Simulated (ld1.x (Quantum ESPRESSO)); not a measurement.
**cerium (Ce): one change to a TM potential, before and after**

| Item | Value |
| --- | --- |
| Element | Ce |
| Generator | ld1.x (Quantum ESPRESSO) 7.5 |
| Type | norm-conserving Troullier–Martins (Kleinman–Bylander form) |
| Functional | PBEsol |
| Relativity | scalar-relativistic |
| Frozen core | [Kr] 4d10 |
| Valence charge | 12 |
| Reference configuration | 4f1 5s2 5p6 5d1 6s0 6p0 (charge +2) |
| Partial waves | 5s (bound): rc 1.70 bohr; 5p (bound): rc 2.50 bohr; 5d (bound): rc 2.80 bohr; 4f (bound): rc 1.70 bohr |
| Local potential | the f channel |
| Core correction | a·sin(br)/r model core inside 1.50 bohr |

Change: all radii but the core radius scaled by about 1.13 (s 1.92, p 2.82, d 3.16, f 1.92 bohr).

Cutoffs: the cutoffs (Ry, on a coarse ladder) from which the occupation-weighted sum of valence levels, in a spherical-Bessel basis at the reference potential, stays within 10 and 1 mRy of its value at 400 Ry; they do not see the model core or the augmentation charge, which bear on the density cutoff. Errors are all-electron minus pseudo energies relative to the spin-unpolarised reference configuration.

Question: What does the change do?

Answer: Both files keep a bound ghost (p, s); of the 7 tests that both files solve, the error grows in 4 and shrinks in 2 by more than 15 % and 0.3 meV (median size 54.9 → 68.6 meV).

```csv
quantity,base,changed
"cutoffs, loose and tight",not determined,"90 Ry, 110 Ry"
bound ghosts,"s, p","s, p"
"error for 4f1 5s2 5p6 5d1 6s2 6p0, meV [ΔE -17.14 eV]",-55,-253
"error for 4f1 5s2 5p6 5d1 6s1 6p0, meV [ΔE -11.04 eV]",-37,-171
"error for 4f1 5s2 5p6 5d0 6s0 6p0, meV [ΔE 19.14 eV]",-3.5,-3.0
"error for 4f0 5s2 5p6 5d0 6s0 6p0, meV [ΔE 56.96 eV]",+519,+647
"error for 4f0 5s2 5p6 5d1 6s2 6p0, meV [ΔE -4.66 eV]",+284,-33
"error for 4f1 5s2 5p6 5d2 6s0 6p0, meV [ΔE -10.89 eV]",+0.8,-1.8
"error for 4f0 5s2 5p6 5d2 6s2 6p0, meV [ΔE -12.30 eV]",+239,+69
```

Base: These tests converged, but a pseudo level misses the all-electron one widely, so the file describes the atom poorly there or has found another state: 4f0 5s2 5p6 5d0 6s0 6p0: empty 6s by 6.1 eV (a node warning on the way). A true bound ghost makes a file unfit for plane-wave use even where its test errors are small: the radial tests pick states by their node count and pass the ghost by.
